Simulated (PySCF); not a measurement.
C2H4Cl (SMILES C[CH]Cl), doublet, at a GFN2-xTB geometry. Base run: DF-B3LYP/STO-3G (PySCF).

Here is a job for PySCF.
```python
from pyscf import gto, scf, dft

mol = gto.M(
    atom='''
C     0.04677316    0.70471225   -0.20454313
C     1.51515190    0.66822849   -0.06284299
Cl   -0.86044375   -0.68577280    0.14716918
H    -0.45045613    1.44149208   -0.80844228
H     1.90236896    1.68339302    0.00115825
H     1.80467594    0.11434297    0.82910532
H     1.99940461    0.18126514   -0.91938050
''',
    basis='sto-3g',
    spin=1,
    verbose=4,
)

mf = dft.UKS(mol)
mf.xc = 'b3lyp'
mf = mf.density_fit(auxbasis='def2-universal-jkfit')
mf.kernel()
```

Variants of this job, named by their change:

| change | basis functions | E (Eh) | HOMO (eV) | dipole (D) | core-seconds (rough) |
|---|---|---|---|---|---|
| base | 23 | -532.78702 | -3.79 | 1.68 | 6 |
| basis = LANL2DZ | 34 | -93.48627 | -5.39 | 1.74 | 7 |
| basis = pcseg-0 | ___ | ___ | ___ | ___ | 7 |
| basis = def2-SV(P) | 54 | -538.56355 | -5.31 | 1.23 | 9 |
| basis = 6-31G* | 54 | -538.75529 | -5.31 | 1.51 | 10 |
| basis = aug-pcseg-1 | 109 | -538.75245 | -5.55 | 1.50 | 20 |
| basis = aug-cc-pVDZ | 109 | ___ | ___ | 1.51 | 20 |
| basis = 6-311+G(2d,p) | 113 | -538.81819 | -5.54 | 1.49 | 10 |
| basis = pcseg-2 | 150 | ___ | ___ | ___ | 30 |
| basis = pc-2 | 150 | ___ | -5.54 | ___ | 20 |
| basis = cc-pVTZ | 150 | -538.83094 | -5.49 | 1.45 | 20 |
| basis = cc-pV(T+d)Z | 155 | -538.83253 | -5.49 | 1.44 | 30 |
| basis = def2-TZVPD | 156 | -538.82682 | -5.54 | 1.49 | 30 |

Problem. Some entries are withheld; supply them.

Solution. 
- basis = pcseg-0, basis functions: 39
- basis = pcseg-0, E (Eh): -538.02033
- basis = pcseg-0, HOMO (eV): -5.51
- basis = pcseg-0, dipole (D): 1.67
- basis = aug-cc-pVDZ, E (Eh): -538.79264
- basis = aug-cc-pVDZ, HOMO (eV): -5.52
- basis = pcseg-2, E (Eh): -538.83676
- basis = pcseg-2, HOMO (eV): -5.53
- basis = pcseg-2, dipole (D): 1.46
- basis = pc-2, E (Eh): -538.84019
- basis = pc-2, dipole (D): 1.48

Totals compare only among sets that treat the same electrons; sets with core potentials leave the core out.

Open shells are given as the SCF converged; they aren't shown to be the lowest states, and a large step between rows can be another state.
